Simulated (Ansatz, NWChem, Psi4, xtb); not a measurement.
**A ladder of methods for AlClF2 (SMILES [F][Al]([F])[Cl])**

The species is AlClF2 (4 atoms), meant as a singlet with charge 0. As SMILES, `[F][Al]([F])[Cl]`. Geometry: relaxed at PBE0-D4/def2-TZVP.

```xyz
4

F     0.9972    0.7218    1.1496
Al    0.0693   -0.0508    0.0536
F     0.2735   -1.6538   -0.1647
Cl   -1.3400    0.9828   -1.0386
```

Each level gives the atomisation enthalpy at 298 K (kJ/mol). The values are calculated. The thermal term (zero-point and 298 K enthalpy, harmonic and unscaled) is that of PBE0-D4/def2-TZVP; the spin-orbit lowering of the free atoms at 298 K, 6.2 kJ/mol by their spectra, is taken off.

The value from experiment is 1609 kJ/mol (NIST-JANAF tables). From what is known of these methods, estimate their order from the nearest to it to the farthest.
A. wB97X/def2-SVPD (Ansatz)
B. RPA@PBE0/def2-SVPD (Ansatz)
C. PBE/def2-SVPD (Ansatz)
D. B3LYP/def2-SVPD (Psi4)
E. HSE06/def2-SVPD (Ansatz)

A (1584 kJ/mol, -25), C (1580 kJ/mol, -29), E (1544 kJ/mol, -65), D (1535 kJ/mol, -74), B (1458 kJ/mol, -151).
